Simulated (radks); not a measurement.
The numbers below are computed, except where a source is named.
Spherical quantum dot in the effective-mass picture: electrons in a parabolic well V = omega^2 r^2 / 2 with omega = 0.0699, with a point charge +1 (a donor) at the centre, all in effective atomic units (hartree* = m*/eps^2 hartree, bohr* = eps/m* bohr), one dielectric constant everywhere. Level of theory: non-relativistic Kohn-Sham, exchange-only LDA, spin-polarised, spherical densities (a radial shooting solver with Libxc functionals). Levels are named by radial order and angular momentum (1s, 1p, 1d, 2s, ...), and open shells are averaged over m. At N = 35 the configuration is 1s2 1p(up 3, down 0) 1d(up 5, down 0) 2s(up 1, down 0) 1f(up 7, down 0) 2p(up 3, down 0) 1g(up 9, down 0) 2d(up 2, down 0) 3s(up 1, down 0) 1h(up 2, down 0). Does electron 36 go into 1h up or 2d up or 1i up?

Answer. Into 1h up. The total energies of the other choices lie higher by 0.000282 hartree* (2d up), 0.0234 hartree* (1i up).
